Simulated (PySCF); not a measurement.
H2Br2ClNSn, SMILES [NH2][Sn]([Cl])([Br])[Br], PBE0/def2-SVP optimised geometry. Atoms within 1.6 Å of the plane z = 0.0 Å (x, y, z in Å): N1 (-1.04, 0.69, 0.00), Sn2 (-0.42, -1.23, 0.00), Br4 (2.05, -1.23, 0.00), H6 (-2.05, 0.77, -0.11), H7 (-0.59, 1.23, -0.74).

Calculation: PBE0/def2-TZVP, def2 effective core potentials past Kr (PySCF). The core electrons that the potentials of Sn replace are not part of the density. Cells within 0.4 Å of a nucleus heavier than hydrogen are left out (blank, or x).

Map of the electrostatic potential (hartree/e), clipped to [-0.08, 0.12] on the plane z = 0.0 Å:

```
|1111111111111111111111111111111|
|1111111111111111111111111111110|
|1111111111111111111111111111110|
|1111111111111111111111111111100|
|1111111111111111111111111111100|
|1112222221111111111111111111000|
|1222222222111111111111111110000|
|2222222222211222111111111000000|
|2222333333222222211111110000000|
|2223345555555433221111100000000|
|2233457999999974222111000000000|
|2234579999999995322111000000000|
|22345899999xx998432211000000000|
|22345899999xx999643211100000000|
|2234579999999999975333322111110|
|2233468999999999998789996321111|
|2223456799999999999999999942111|
|2223345799999999999999999983211|
|1222345799999xx9999999x99995211|
|1122235799999xx999999xxx9995311|
|1112234699999xx999999xx99995211|
|1111223599999999999999999994211|
|1111112469999999999999999952111|
|1111111247999999999899997421110|
|0000001124699999985433332110000|
|0000000012356888653211000000000|
|0000000001123444332100000000000|
|0000000000011222211100000000000|
|0000000000000111111000000000000|
|0000000000000000000000000000000|
|0000000000000000000000000000000|
```
Scale: ten equal steps from -0.012 (start of '0') to 0.120 (end of '9'), in the order '0123456789'; x runs from -4.50 to 4.50, y from -4.50 (bottom) to 4.50 (top).
